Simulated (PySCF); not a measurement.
CH₅NO₂Si₂, SMILES N#CO[SiH2][SiH2]O.

Geometry optimised at PBE-D3(BJ)/def2-SVP. This is a generated structure with no PubChem entry under its InChIKey; it may be hypothetical. One conformer was computed; it need not be the lowest.

Method: PBE/def2-TZVP run with PySCF.

The molecule is in vacuum.

Computed frontier levels, gap, dipole moment and polarisability:
```
Item                                                                                                            Result
---------------------------------------------------------------------------------------------  -----------------------
highest occupied level                                                                                        -7.06 eV
lowest empty level                                                                                            -2.52 eV
orbital gap                                                                                                    4.53 eV
dipole moment                                                                                                   4.53 D
quadrupole, principal values (traceless, Buckingham form, about the centre of nuclear charge)  -18.53, 2.72, 15.81 D·Å
mean static polarisability                                                                       77.7 bohr³ (11.51 Å³)
polarisability, principal values                                                                63.2, 79.8, 90.2 bohr³
```
